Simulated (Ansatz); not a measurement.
Geometry optimisation, RKS B3LYP/def2-SVP in Ansatz.

Input:

```yaml
crystal:
  periodic: [false, false, false]
  atoms:
    - { symbol: Ta, position_ang: [0.0, 0.0, 0.0] }
    - { symbol: "N", position_ang: [2.51, 0.0, 0.0] }
    - { symbol: H, position_ang: [3.04, -0.5118, 0.762] }
    - { symbol: H, position_ang: [3.04, 0.5118, -0.762] }
    - { symbol: F, position_ang: [0.0, 0.0, 1.93] }
    - { symbol: Cl, position_ang: [0.0, 0.0, -2.47] }
    - { symbol: O, position_ang: [-1.01, 1.7493, 0.0] }
    - { symbol: H, position_ang: [-1.4859, 1.8638, 0.8834] }
    - { symbol: F, position_ang: [-0.965, -1.6714, 0.0] }
    - { symbol: Cl, position_ang: [0.8734, 2.088, -1.597] }
    - { symbol: H, position_ang: [2.1754, 1.1031, -0.8437] }
basis:
  gaussian: { orbitals: def2-SVP }
hamiltonian:
  xc: b3lyp
relax:
  f_tol: 0.15
  max_steps: 25
  restrain:
    - { distance: [0, 9], at: 2.47, k: 30.0 }
    - { distance: [10, 1], at: 1.06, k: 30.0 }
    - { distance: [0, 1], at: 3.36, k: 30.0 }
    - { distance: [10, 9], at: 2.57, k: 30.0 }
```

Command:

```bash
$ ansatz run input.yaml --threads 4 --pin off --max-ram 5120MiB --backend cpu --events-out ev --progress --plain --runs-dir out
```

Q: Where does it end, and by what steps?

A: The forces met the threshold. The restraints hold the end off the free minimum. After 14 steps the energy has fallen by 7.247 eV (the restraints' own energy left out); H8 moved furthest, 1.33 Å. Parted: Ta1–N2 (2.51 → 3.34 Å). Joined: N2–H11 (1.43 → 1.04 Å).

```tsv
step	energy less start (eV)	largest force component (eV/Å)	accepted
0	0.0000	5.163	yes
1	0.2192	4.733	yes
2	-0.5897	4.991	yes
3	-2.7140	3.826	yes
4	-4.6522	3.443	yes
5	-5.7686	2.856	yes
6	-6.4370	1.796	yes
7	-6.7775	1.100	yes
8	-6.9703	0.914	yes
9	-7.0943	0.944	yes
10	-7.1765	1.062	yes
11	-7.2224	0.977	yes
12	-7.2375	1.571	yes
13	-7.2068	1.197	no
14	-7.2471	1.101	yes
```

```xyz
11
Properties=species:S:1:pos:R:3
Ta -0.339 0.525 -0.124
N 2.927 -0.132 -0.302
H 3.464 -0.364 0.533
H 3.345 -0.611 -1.098
F 0.302 0.707 1.643
Cl -0.211 -0.077 -2.390
O -2.047 1.206 0.019
H -2.724 1.778 0.397
F -0.550 -1.299 0.288
Cl 1.005 2.509 -0.602
H 3.006 0.891 -0.462
```

The run took 34 s on 4 threads of Intel(R) Xeon(R) 6975P-C (Granite Rapids), on a shared host, peak memory 0.47 GiB.
